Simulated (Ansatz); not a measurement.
System: sum formula MoO2Cl2 (charge +1, doublet). The spin state was set by rule; other spins were not relaxed. 
Geometry from a B3LYP-D3(BJ)/def2-TZVP (Ansatz, a first-principles code) optimisation:
```
Mo
O 1 1.6851
O 1 1.7753 2 100.09
Cl 1 2.1883 2 110.59 3 117.18
Cl 1 2.1883 2 110.59 3 -117.18
```
Charge +1, spin multiplicity 2.

Basis-set convergence of Hartree-Fock and CCSD(T) correlation energies (hartree) with Ansatz. Cores are frozen in the correlated levels unless marked. Open shells are spin-unrestricted. Spin-orbit coupling is left out. The frozen core is the preceding noble-gas configuration, with the filled d and f shells of earlier blocks. In def2 rows, elements after Kr have scalar-relativistic effective core potentials.

The UHF reference is spin-contaminated (<S^2> 0.56 over the pure value in the largest basis). The T1 diagnostic of CCSD in the largest basis is 0.057, which is high, so the coupled-cluster rows are less sure than usual.

```tsv
basis	functions	E(HF)	E(corr, CCSD(T))
def2-SVPD	134	-1135.57126	-0.93268
def2-TZVPPD	238	[?]	[?]
```

Question: Complete the blanks.

Answer: 
- def2-TZVPPD, E(HF): -1136.10134
- def2-TZVPPD, E(corr, CCSD(T)): -1.14749
